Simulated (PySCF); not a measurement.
Calcium: a sound run and one with changed settings

Sound run: Ca [Ar] 4s2, Ca⁺ [Ar] 4s1. All numbers are calculated (PySCF 2.14, scalar relativity by spin-free X2C-1e, in x2c-TZVPall (6s5p3d, 36 functions)). The sound run starts from symmetry-adapted Hartree-Fock orbitals and uses a fine grid where one is needed.

Changed run: 6 angular points. This setting is unsound on purpose.

```tsv
species	method	sound run (hartree)	changed run (hartree)	converged
Ca	UHF	-679.62020	-679.62020	yes
Ca	B3LYP	-680.46720	-680.46720	yes
Ca	PBE	-680.22392	-680.22392	yes
Ca⁺	UHF	-679.43136	-679.43136	yes
Ca⁺	B3LYP	-680.24048	-680.24048	yes
Ca⁺	PBE	-679.99986	-679.99986	yes
```

Ionisation energy of Ca:

```json
{"method": "UHF", "sound run (eV)": "5.139", "changed run (eV)": "5.139"}
{"method": "B3LYP", "sound run (eV)": "6.169", "changed run (eV)": "6.169"}
{"method": "PBE", "sound run (eV)": "6.097", "changed run (eV)": "6.097"}
```

Here the setting changes nothing at the digits shown.

For comparison, NIST gives 6.113 eV between the lowest levels.
